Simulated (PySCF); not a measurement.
C₄H₇FO₂, SMILES C[C@@]1(F)[C@H](O)[C@@H]1O.

Geometry optimised at PBE0-D3(BJ)/def2-SVP. The structure was generated by enumeration; whether it is a known compound was not checked. Other conformers were not sampled.

Vertical ionisation energy (IE) and electron affinity (EA) in eV. Rows of orbital energies are one-electron estimates. Where ΔSCF, EOM or ADC give a negative EA the extra electron is unbound and the value depends on the basis.

```tsv
level	IE	EA
−ε(HOMO), −ε(LUMO), CAM-B3LYP/def2-TZVP (PySCF)	8.53	-1.56
−ε(HOMO), −ε(LUMO), PBE/def2-TZVP (PySCF)	5.58	0.32
```
